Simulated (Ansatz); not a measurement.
```yaml
crystal:
  periodic: [false, false, false]
  atoms:
    - {symbol: C, position_ang: [-1.461823, 0.204315, 0.492834]}
    - {symbol: C, position_ang: [0.045015, 0.401340, 0.258789]}
    - {symbol: Si, position_ang: [0.998613, -1.170131, 0.615984]}
    - {symbol: Al, position_ang: [0.508473, 1.082507, -1.502911]}
    - {symbol: F, position_ang: [-0.623240, 0.950140, -2.700752]}
    - {symbol: H, position_ang: [-1.881629, -0.518178, -0.211333]}
    - {symbol: H, position_ang: [-1.672584, -0.165783, 1.501563]}
    - {symbol: H, position_ang: [-2.024842, 1.132339, 0.364961]}
    - {symbol: h, position_ang: [0.454917, 1.140365, 0.964725]}
    - {symbol: H, position_ang: [0.757523, -1.648443, 2.006164]}
    - {symbol: H, position_ang: [2.461811, -0.951961, 0.433861]}
    - {symbol: H, position_ang: [0.577580, -2.250861, -0.320446]}
    - {symbol: H, position_ang: [1.880585, 1.759751, -1.888840]}
basis:
  gaussian: {orbitals: aug-pcseg-2}
hamiltonian: {xc: {name: LC-wPBE}}
accuracy: high
scf: {lower_state_search: full}
output: {forces: true}
```

```sh
$ ansatz run in.yaml --threads 4 --pin off --events-out ev --progress --plain --max-ram 10444MiB
```

How does Ansatz answer? (Estimate.)

Computed: The input was rejected before any iteration.
```
Error: YAML parse error: error: line 12 column 16: `h` is not an element symbol (H … Og, case-exact)
10 |     - {symbol: H, position_ang: [-1.672584, -0.165783, 1.501563]}
11 |     - {symbol: H, position_ang: [-2.024842, 1.132339, 0.364961]}
12 |     - {symbol: h, position_ang: [0.454917, 1.140365, 0.964725]}
13 |     - {symbol: H, position_ang: [0.757523, -1.648443, 2.006164]}
14 |     - {symbol: H, position_ang: [2.461811, -0.951961, 0.433861]}
```
